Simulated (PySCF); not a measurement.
Constitutional and geometric isomers with formula CH4OSi. All species are isolated molecules in the gas phase. One relaxed conformer stands for each flexible species; it need not be the lowest. Strings in code marks are SMILES.

Calculation: B3LYP-D3(BJ)/def2-TZVP (PySCF). All candidates: neutral, multiplicity 1. B3LYP has the VWN-RPA correlation part, as in Gaussian. Delta-SCF ions had no search for a lower state. Excitations are Tamm–Dancoff values on a coarser integration grid. The basis has no diffuse functions, so Rydberg states are missing or too high.

```
Item                                      Result
--------------------------------------  --------
vertical ionisation energy (Delta-SCF)  10.19 eV
T1 excitation (TDA)                      4.02 eV
S1 excitation (TDA)                      4.38 eV
```

**Question.** Name which member has these values.
(A) `O=C[SiH3]`
(B) `C[SiH]=O`
(C) `C1O[SiH2]1`
(D) `C=[SiH]O` (C–Si–O–H torsion 0°)

**Answer.** B, `C[SiH]=O`. The others give `O=C[SiH3]`: 9.60 eV, 2.55 eV, 3.28 eV; `C=[SiH]O` (C–Si–O–H torsion 0°): 8.40 eV, 3.29 eV, 4.77 eV; `C1O[SiH2]1`: 10.12 eV, 4.88 eV, 5.93 eV
